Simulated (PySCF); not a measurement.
Ge(H)2(Et)(NH2) (C2H9GeN), SMILES C[CH2][GeH2][NH2].

Coordinates come from a B3LYP-D3(BJ)/def2-SVP optimisation. One conformer was computed; it need not be the lowest.

Vertical ionisation energy (IE) and electron affinity (EA) in eV. Rows of orbital energies are one-electron estimates. Where ΔSCF, EOM or ADC give a negative EA the extra electron is unbound and the value depends on the basis.

```json
[
 {"level": "−ε(HOMO), −ε(LUMO), r2SCAN/def2-TZVP (PySCF)", "IE": "6.01", "EA": "-0.31"},
 {"level": "−ε(HOMO), −ε(LUMO), PBE/def2-TZVP (PySCF)", "IE": "___", "EA": "___"}
]
```

**Question.** Complete the blanks. (Estimate from the structure and the level; the computed values follow.)

**Answer.** 
- −ε(HOMO), −ε(LUMO), PBE/def2-TZVP (PySCF), IE: 5.70
- −ε(HOMO), −ε(LUMO), PBE/def2-TZVP (PySCF), EA: 0.21
